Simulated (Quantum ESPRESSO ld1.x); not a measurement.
Q: Species: Ir3+. Configuration: [Xe] 4f14 5d6. Method: Dirac Kohn-Sham, PBE, spin-unpolarised, spherical densities, point nucleus; open shells fill j = l - 1/2 first; computed with ld1.x of Quantum ESPRESSO 7.5. Some entries of the table are withheld. Estimate them.

orbital,occ.,eigenvalue (eV),<r> (bohr),<r^2> (bohr^2)
1s1/2,2,-76052.7,0.01743,0.0004193
2s1/2,2,(1),0.07295,(2)
2p1/2,2,-12758.9,0.06017,0.004517
2p3/2,4,-11131.0,0.06848,0.005710
3s1/2,2,-3139.11,0.1899,0.04137
3p1/2,2,-2888.24,0.1801,0.03783
3p3/2,4,-2531.80,0.1954,0.04431
3d3/2,4,-2113.69,0.1705,0.03413
3d5/2,6,-2036.68,0.1752,0.03590
4s1/2,2,-694.307,0.4232,0.2023
4p1/2,2,-588.506,0.4267,0.2074
4p3/2,4,-504.207,0.4604,0.2411
4d3/2,4,-330.989,0.4719,(3)
4d5/2,6,-315.343,0.4831,(4)
5s1/2,2,-128.929,0.9768,1.071
5p1/2,2,-95.6408,1.060,1.269
4f5/2,6,-95.0713,0.5311,0.3454
4f7/2,8,-91.9503,0.5387,0.3556
5p3/2,4,-81.9203,1.155,1.507
5d3/2,4,-37.5093,1.524,2.686
5d5/2,2,-36.0668,1.569,2.847
6s1/2,0,-31.3046,2.402,6.436
6p1/2,0,-23.9017,2.778,8.624
6p3/2,0,-22.0502,2.980,9.907
6d3/2,0,-13.1000,4.127,19.11
6d5/2,0,-12.8779,4.195,19.75
5f5/2,0,-10.0058,4.116,19.43
5f7/2,0,-9.9867,4.130,19.56

A: 
(1) 2s1/2 eigenvalue (eV): -13319.7
(2) 2s1/2 <r^2> (bohr^2): 0.006358
(3) 4d3/2 <r^2> (bohr^2): 0.2578
(4) 4d5/2 <r^2> (bohr^2): 0.2701
